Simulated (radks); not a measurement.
Results of a calculation; reference values are marked as such.
Spin polarisation of the 4d5 shell in the technetium ion Tc+. Start: [Kr] 4d(up 2.5, down 2.5) 5s(up 0.5, down 0.5); electrons of 4d are moved from spin down to spin up, other shells keep equal spins. Level of theory: scalar-relativistic Kohn-Sham, SCAN, spin-polarised, spherical densities, finite nucleus; meta-GGA in the generalised Kohn-Sham scheme; Fermi nuclear charge, rms radius of each element as measured or else 0.836 A^(1/3) + 0.57 fm (a radial shooting solver on a logarithmic mesh with Libxc functionals).

[
 {"moment (Bohr magnetons)": "0", "E - E(0) (eV)": "0.000", "e(4d up) (eV)": "-14.149", "e(4d down) (eV)": "-14.149", "5s down minus up (eV)": "0.000", "4p down minus up (eV)": "0.000"},
 {"moment (Bohr magnetons)": "1", "E - E(0) (eV)": "-0.193", "e(4d up) (eV)": "-14.569", "e(4d down) (eV)": "-13.675", "5s down minus up (eV)": "0.388", "4p down minus up (eV)": "0.885"},
 {"moment (Bohr magnetons)": "2", "E - E(0) (eV)": "-0.859", "e(4d up) (eV)": "-14.939", "e(4d down) (eV)": "-13.141", "5s down minus up (eV)": "0.761", "4p down minus up (eV)": "1.774"},
 {"moment (Bohr magnetons)": "3", "E - E(0) (eV)": "-1.973", "e(4d up) (eV)": "-15.261", "e(4d down) (eV)": "-12.538", "5s down minus up (eV)": "1.135", "4p down minus up (eV)": "2.675"}
]

At moment 3 the spin-polarisation energy is -1.973 eV and the 4d exchange splitting 2.723 eV, that is 0.908 eV per Bohr magneton; E = -I m^2/4 would give I = 0.877 eV.
